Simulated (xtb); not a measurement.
B(F)(OH)(SH) (BFH₂OS), SMILES OB(F)S. All values are semi-empirical tight-binding results from xtb (GFN2-xTB unless named), good for trends rather than for accurate numbers. The structure is a stationary point at GFN2-xTB. One conformer was computed; it need not be the lowest.

```yaml
point_group_as_xtb_finds_it: Cs
orbital_gap: 5.33 eV
zero_point_energy: 18.4 kcal/mol
G − E(el) at 298.15 K (modified RRHO): 1.0 kcal/mol
static polarisability (D4 model): 42.0 bohr³
solvation energy, GFN2-xTB/ALPB(water): -6.4 kcal/mol
solvation energy, GFN2-xTB/ALPB(acetone): -7.8 kcal/mol
```
